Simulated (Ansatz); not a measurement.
A geometry relaxed with r2SCAN-D4/def2-TZVP (Ansatz, an electronic-structure program), charge 0, multiplicity 2:

```xyz
8

H      2.5815    -0.5916    -0.2102
Si     1.8159     0.4910     0.4731
H      1.9458     1.7663    -0.2901
H     -1.6454    -1.5856     0.9603
H     -2.2051     0.7508     0.6625
H     -1.4421    -0.5607    -1.2253
O      0.2451     0.0699     0.5857
Si    -1.2957    -0.3401     0.2359
```

Q: Write the SMILES of this molecule.

A: `[SiH2]O[SiH3]`
